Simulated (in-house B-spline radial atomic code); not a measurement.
# RPA and G0W0 on LC-wPBE: In2+

Configuration [Kr] 4d10 5s1, highest spin, mean-field start LC-wPBE. Computed with an all-electron radial atomic-structure program (B-spline basis): all electrons, non-relativistic, point nucleus, each spin shell either full or empty, empty states to l = 9 with an (l + 1/2)⁻⁴ tail; G0W0 by contour deformation at full frequency.

Without relativity these are model numbers: it shifts the levels of so heavy an element strongly and can reorder them.

Command:
```bash
python run_gw.py task.json out
```
Settings (radii: box in bohr, nucleus in fm):
```
Z                        49
electrons                47
configuration            [Kr] 4d10 5s1
hamiltonian              nr
method                   lc_wpbe
lmax                     9
spin_polarised           True
box_radius               17.55
intervals                54
ion_configuration        [Kr] 4d10
```

Time taken, with all properties: 9.6 s on 1 thread of Arm Neoverse N1, on a shared host.

Energies (hartree):

```
                                     term        value
                         mean-field total  -5741.15475
Hartree-Fock functional on these orbitals  -5739.35340
                      direct second order      -3.9901
                    second-order exchange       1.1036
                         SOSEX correction       1.0313
```

Task: What is the RPA correlation energy, and what remains with SOSEX?

Result: RPA gives -3.5305 hartree (-2.04 eV per electron); RPA + SOSEX gives -2.4992, and the second-order doubles -2.8864 hartree (no singles). RPA lacks exchange-type terms and so overcorrelates at short range.

Quasi-particle levels (eV):

```
  level  occupied  mean field  Σx - vxc     Σc  QP weight     G0W0
  5s up       yes     -26.421      0.64      ?          ?        ?
4d down       yes      -42.38     -3.76   0.46      0.937   -45.68
  4d up       yes      -42.60     -3.76   0.50      0.926   -45.87
5s down        no     -17.848      1.97  -2.06      0.963  -17.946
```

G0W0 = mean field + (Σx - vxc) + Σc, with Σc (partial-wave tail included) taken at the quasi-particle energy. Only the outer levels were computed. Levels of low weight are left out.

Task: Where does G0W0 put 5s up?

Result: At -27.398 eV, with Σc = -1.62 eV and a quasi-particle weight of 0.970. The tabulated removal energy is 28.044 eV (NIST, measured); the calculation leaves out relativity, Breit and QED terms, and what these don't explain is the method's own error.

Task: What does it cost to remove one electron (to [Kr] 4d10) by differences of total energies, each species on its own start (correlation terms add to the Hartree-Fock functional)?

Result: LC-wPBE 26.834 eV, Hartree-Fock functional 25.489 eV, + RPA 27.115 eV, + RPA + SOSEX 26.607 eV, + second order 27.321 eV. Tabulated: 28.044 eV (NIST, measured); the calculation leaves out relativity, Breit and QED terms, and what these don't explain is the method's own error.
